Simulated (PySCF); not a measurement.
## [Ce(H2O)4]3+: from a saddle point downhill

PySCF 2.14.0, RKS PBE0, Ce lcecp-1-SVP with ECP47, O def2-SVP, H def2-SVP; non-relativistic Hamiltonian with scalar-relativistic core potentials where named; density fitting; no spin-orbit coupling. Relaxed within the symmetry of its start, the geometry (D2d) is

```xyz
13

Ce    0.0000    0.0000    0.0000
O     1.3911    1.3932    1.3932
H     1.7586    1.1950    2.2825
H     1.7586    2.2825    1.1950
O    -1.3911   -1.3932    1.3932
H    -1.7586   -1.1950    2.2825
H    -1.7586   -2.2825    1.1950
O     1.3911   -1.3932   -1.3932
H     1.7586   -2.2825   -1.1950
H     1.7586   -1.1950   -2.2825
O    -1.3911    1.3932   -1.3932
H    -1.7586    2.2825   -1.1950
H    -1.7586    1.1950   -2.2825
```

and its lowest harmonic modes are -132, -58, -58, -22, 33, 49 cm⁻¹ (negative: unstable). It was moved along the lowest mode and relaxed again, within the group S4 that the move left.

(1) Where does it end, and how much lower?

(2) How do the contacts change?

No frequency check is given for the end, and other unstable modes may remain.

An lcecp potential fixes the number of 4f electrons, so in runs with it no electron can move into or out of that shell.

State: singlet in the valence, with the 4f electrons in the core potential.

Answers

(1) In S4, 0.041 eV lower, after 15 steps:
```xyz
13

Ce    0.0001    0.0000    0.0000
O     1.4463    1.3940    1.3328
H     2.2413    1.1309    1.8466
H     1.3911    2.3632    1.4866
O    -1.4460   -1.3330    1.3940
H    -1.3913   -1.4864    2.3631
H    -2.2415   -1.8463    1.1308
O     1.4463   -1.3940   -1.3328
H     1.3911   -2.3632   -1.4866
H     2.2413   -1.1309   -1.8466
O    -1.4460    1.3330   -1.3940
H    -2.2415    1.8463   -1.1308
H    -1.3913    1.4864   -2.3631
```

(2) 
| contact | saddle (Å) | end (Å) |
| --- | --- | --- |
| Ce1–O2 (H2O) | 2.412 | 2.411 |
| Ce1–O5 (H2O) | 2.412 | 2.411 |
| Ce1–O8 (H2O) | 2.412 | 2.411 |
| Ce1–O11 (H2O) | 2.412 | 2.411 |
